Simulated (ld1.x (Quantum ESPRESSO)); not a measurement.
# Configuration tests for Ge (RRKJ)

germanium, norm-conserving RRKJ (Kleinman–Bylander form), made with ld1.x (Quantum ESPRESSO) 7.5 (PBE, scalar-relativistic). Core [Ar] 3d10, reference 4s2 4p1.5 (charge +0.5). Waves: 4p (bound): rc 1.90 bohr; 4d channel at 0.25 Ry: rc 2.05 bohr; 4s (bound): rc 1.85 bohr. Local part: the s channel. Core correction: none. rho0 = 0.005.

Energies are relative to the spin-unpolarised reference configuration 4s2 4p1.5; without spin polarisation the order of configurations can differ from experiment.

```csv
valence configuration,charge,ΔE all-electron (eV),error AE − PS (meV)
4s2 4p2,0,-2.802,+0.5
4s2 4p1,+1,4.642,-0.6
4s1 4p2,+1,13.358,+7.6
4s0 4p4,0,13.393,+47
4s1 4p0,+3,54.872,+113
```

Question: What are ΔE and the potential's error for 4s2 4p2.3?

Answer: ΔE = -3.685 eV all-electron; the error (AE − PS) is +0.7 meV.

Question: What are ΔE and the potential's error for 4s2 4p0?

Answer: ΔE = 20.081 eV all-electron; the error (AE − PS) is +9.0 meV.

Levels in the configuration 4s2 4p2.3:

```csv
level,all-electron (eV),pseudo (eV)
4s,-9.655,-9.649
4p,-2.028,-2.029
```

Note: ghost state, extra bound levels that the all-electron valence spectrum of the same l lacks: d at -874.9 eV. A true bound ghost makes a file unfit for plane-wave use.
